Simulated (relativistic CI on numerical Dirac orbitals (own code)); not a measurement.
## Sensitivity of the levels of Sm12+ to α and to the nuclear radius

Method of calculation: Dirac-Coulomb-Breit CI, KLI orbitals optimised for each configuration, derivatives by finite differences, unscaled Slater integrals, QED left out (own radial code, finite nucleus).

Configurations in the expansion (outside the closed core [Kr] 4d10): 4f2 5s2, 4f4, 4f3 5s, 4f 5s2 5p, 4f2 5s 5p, 4f 5s 5p2, 5s2 5p2, 5s 5p3, 4f2 5p2, 4f 5p3. Double excitations out of closed p, d and f shells are left out; levels of such configurations are missing from the list, as are those of other unlisted configurations, and high levels can miss mixing partners.

With x = (α/α₀)² − 1 an excitation energy changes as ω = ω₀ + qx; K = 2q/ω₀ is the relative enhancement. Terms are leading LS components, so labels can repeat. The field-shift factor is F = δν/δ⟨r²⟩ for the transition from the lowest level.

Lowest level 4f2 5s2 3H_4.

| Level | ω₀ (cm⁻¹) | q (cm⁻¹) | K | F (GHz/fm²) |
| --- | --- | --- | --- | --- |
| 4f2 5s2 3H_5 | 4470.6 | 4356 | 1.95 | 0.197 |
| 4f2 5s2 3H_6 | 9013.0 | 8308 | 1.84 | 0.381 |
| 4f2 5s2 3F_2 | 10121.6 | 1181 | 0.233 | 0.161 |
| 4f2 5s2 1G_4 | 12941.5 | 3660 | 0.566 | 0.295 |
| 4f2 5s2 3F_3 | 13031.8 | 4262 | 0.654 | 0.296 |
| 4f2 5s2 3F_4 | 18924.1 | 9007 | 0.952 | 0.53 |
| 4f2 5s2 1D_2 | 34868.1 | 3739 | 0.214 | 0.564 |
| 4f2 5s2 1I_6 | 41568.0 | 4352 | 0.209 | 0.631 |
| 4f2 5s2 3P_0 | 42743.6 | 1986 | 0.0929 | 0.564 |
| 4f2 5s2 3P_1 | 44103.6 | 3754 | 0.17 | 0.624 |
| 4f2 5s2 3P_2 | 46509.0 | 6691 | 0.288 | 0.752 |
| 4f3 5s 5I°_4 | 70643.3 | 115500 | 3.27 | -111 |
| 4f3 5s 5I°_5 | 72559.3 | 117300 | 3.23 | -111 |
| 4f3 5s 5I°_6 | 74870.8 | 119500 | 3.19 | -111 |
| 4f3 5s 5I°_7 | 77476.1 | 121900 | 3.15 | -111 |
| 4f3 5s 5I°_8 | 80292.9 | 124300 | 3.1 | -111 |
| 4f3 5s 3I°_5 | 89126.6 | 119200 | 2.67 | -114 |
| 4f3 5s 5F°_1 | 92063.1 | 116800 | 2.54 | -111 |
| 4f3 5s 5F°_2 | 92959.4 | 117700 | 2.53 | -111 |
| 4f3 5s 3I°_6 | 93251.8 | 123200 | 2.64 | -114 |
| 4f2 5s2 1S_0 | 93925.3 | 3703 | 0.0789 | 1.41 |
| 4f3 5s 5F°_3 | 94195.1 | 119000 | 2.53 | -111 |
| 4f3 5s 5S°_2 | 95025.0 | 119400 | 2.51 | -111 |

At this charge transitions that keep the count of f electrons are usually good to a few per cent. Terms inside the open d or f shell come out 10 to 20 % too wide with unscaled integrals. Levels and lines within the n = 5 or 6 shells can be off by up to 10 % or somewhat more, and those that change n by about 2 %, since core polarisation is missing. Levels that differ in their count of f electrons can be misplaced by several ten thousand cm⁻¹, since the correlation energy of f electrons is missing or only estimated; rates across such gaps can be off by orders of magnitude.
